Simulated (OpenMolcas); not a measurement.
## Levels of O3+ by method

```
Program             : OpenMolcas 26.06
Basis               : ANO-RCC [8s7p4d3f2g]
Scalar Hamiltonian  : DKH2, point nucleus
Active space        : 3 electrons in 8 orbitals (2s 2p 3s 3p)
State averaging     : 2S+1 = 4 odd, 1 root; 2S+1 = 2 odd, 11 roots; 2S+1 = 4 even, 3 roots; 2S+1 = 2 even, 9 roots
Spin-orbit coupling : state interaction with AMFI integrals over the reference wave functions, term energies averaged over their components
```

Methods on the same reference wave functions:
A. CASSCF
B. SS-CASPT2, IPEA 0.25 Eh, imaginary shift 0.1 Eh (closed shells correlated: 1s)
C. MS-CASPT2, IPEA 0.25 Eh, imaginary shift 0.1 Eh (closed shells correlated: 1s)

Energies in cm⁻¹ above 2s² 2p ²P°_1/2, the measured ground level; measured values from Moore, Selected Tables of Atomic Spectra, NSRDS-NBS 3, section 10.

```json
{"Level": "2s² 2p ²P°_1/2", "A": "0.0", "B": "0.0", "C": "0.0", "Measured": "0.0"}
{"Level": "2s² 2p ²P°_3/2", "A": "379", "B": "379", "C": "381", "Measured": "386"}
{"Level": "2s 2p² ⁴P_1/2", "A": "65896", "B": "70600", "C": "70630", "Measured": "71440"}
{"Level": "2s 2p² ⁴P_3/2", "A": "66024", "B": "70730", "C": "70760", "Measured": "71570"}
{"Level": "2s 2p² ⁴P_5/2", "A": "66235", "B": "70940", "C": "70970", "Measured": "71756"}
{"Level": "2s 2p² ²D_3/2", "A": "132235", "B": "126740", "C": "126760", "Measured": "126950"}
{"Level": "2s 2p² ²D_5/2", "A": "132240", "B": "126740", "C": "126770", "Measured": "126936"}
{"Level": "2s 2p² ²S_1/2", "A": "166026", "B": "164380", "C": "164410", "Measured": "164366"}
{"Level": "2s 2p² ²P_1/2", "A": "190511", "B": "181080", "C": "181110", "Measured": "180481"}
{"Level": "2s 2p² ²P_3/2", "A": "190770", "B": "181340", "C": "181370", "Measured": "180724"}
{"Level": "2p³ ⁴S°_3/2", "A": "228818", "B": "230960", "C": "230990", "Measured": "231538"}
{"Level": "2p³ ²D°_3/2", "A": "264454", "B": "255890", "C": "255920", "Measured": "255185"}
{"Level": "2p³ ²D°_5/2", "A": "264460", "B": "255900", "C": "255920", "Measured": "255156"}
{"Level": "2p³ ²P°_1/2", "A": "297948", "B": "289400", "C": "289450", "Measured": "289015"}
{"Level": "2p³ ²P°_3/2", "A": "297979", "B": "289430", "C": "289480", "Measured": "289024"}
```

Deviations, from unrounded energies. A percentage is the sum of absolute deviations over the sum of measured energies, with the sign that they share, or ± where signs differ.

| Against measurement | Levels | A | B | C |
| --- | --- | --- | --- | --- |
| mean absolute deviation (cm-1) | 14 | 6300 | 500 | 500 |
| fine structure of the ground term (%) | 1 | -1.7 | -1.7 | -1.4 |
| other configurations (%) | 13 | ±3.8 | ±0.3 | ±0.3 |

B, C lie about equally close to measurement and A furthest from it. The largest miss of B in the table is 2s 2p² ⁴P_3/2, by -840 cm-1. The ranking rests on the paired levels alone, and a cruder setting can come out closer through cancelling errors.

Between B and C the level of the table that moves most is 2p³ ²P°_1/2, by 49 cm-1 (lowest in B, highest in C). Moves below CASPT2's spread within the term are not significant.

The two smallest mean deviations differ by little beside CASPT2's spread within terms, so their order carries little weight.

The lowest spin-free term lies below A's lowest term by 0.073 hartree in B, 0.074 hartree in C.

CASPT2 does not keep the components of a term degenerate, so their means are used; among the terms shown or strongly mixed into the levels shown the widest spread is 220 cm-1 (2p³ ²D°, C). Active for correlation alone: 3p 3s; no level in the range computed is led by a configuration that fills them, so any true level of that kind is missing. Measured partners are found by configuration, term and J. A level has none where our copy of the source lacks it or the pairing is in doubt (some pairs that miss far off the trend of their configuration count as doubtful), and it then counts in no deviation. Levels of configurations outside the active space are missing.

° marks odd parity.
